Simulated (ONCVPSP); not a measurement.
## Before and after: ONCV potential for scandium (Sc)

scandium, optimised norm-conserving Vanderbilt (ONCV), made with ONCVPSP 4.0.1 (revPBE, scalar-relativistic). Core [Ne], reference 3s2 3p6 3d1 4s1 (charge +1). Waves: 3s+4s: rc 1.55 bohr, ncon 5, nbas 10, qcut 9.9 1/bohr, 2 projectors; 3p: rc 1.20 bohr, ncon 4, nbas 7, qcut 7.4 1/bohr, 2 projectors, debl 2.8 Ha; 3d: rc 2.55 bohr, ncon 4, nbas 9, qcut 6.7 1/bohr, 2 projectors, debl 3.5 Ha. Local part: polynomial inside 1.10 bohr (lpopt 5, dvloc0 0 Ha). Core correction: Teter function, fcfact 2.75, rcfact 1.5.

Change: d: debl 2.35.

Cutoffs: the cutoffs (Ha) at which the residual kinetic energy of the hardest occupied pseudo-wave falls to 1 and 0.1 mHa per electron; they do not see the model core or the augmentation charge, which bear on the density cutoff. Errors are all-electron minus pseudo energies relative to the spin-unpolarised reference configuration.

Q: What does the change do?

A: The potential gets neither clearly harder nor softer (30 Ha and 59 Ha → 30 Ha and 59 Ha); the errors of the 4 common tests hardly move; the range in which the d phases agree widens (upper end 0.3 → 3.5); neither file shows a bound ghost.

| quantity | base | changed |
| --- | --- | --- |
| cutoff, loose | 30 Ha | 30 Ha |
| cutoff, tight | 59 Ha | 59 Ha |
| bound ghosts | none | none |
| GHOST(+) flags under 300 eV | none | none |
| error for 3s2 3p6 3d1 4s2, meV [ΔE -6.83 eV] | +0.5 | +0.6 |
| error for 3s2 3p6 3d1 4s0, meV [ΔE 12.64 eV] | -3.1 | -2.8 |
| error for 3s2 3p6 3d0 4s0, meV [ΔE 37.43 eV] | +288 | +288 |
| error for 3s2 3p6 3d1 4s0 4p1, meV [ΔE 3.38 eV] | -0.5 | -0.4 |
| s: phases at 1.57 bohr within 0.05 rad from the reference energy up to (Ha; the scan ends near 5) | to the end of the scan | to the end of the scan |
| p: phases at 1.22 bohr within 0.05 rad from the reference energy up to (Ha; the scan ends near 5) | to the end of the scan | to the end of the scan |
| d: phases at 2.60 bohr within 0.05 rad from the reference energy up to (Ha; the scan ends near 5) | 0.3 | 3.5 |
| rms error of d²Exc/dni dnj with the model core, mHa | 1.24 | 1.24 |
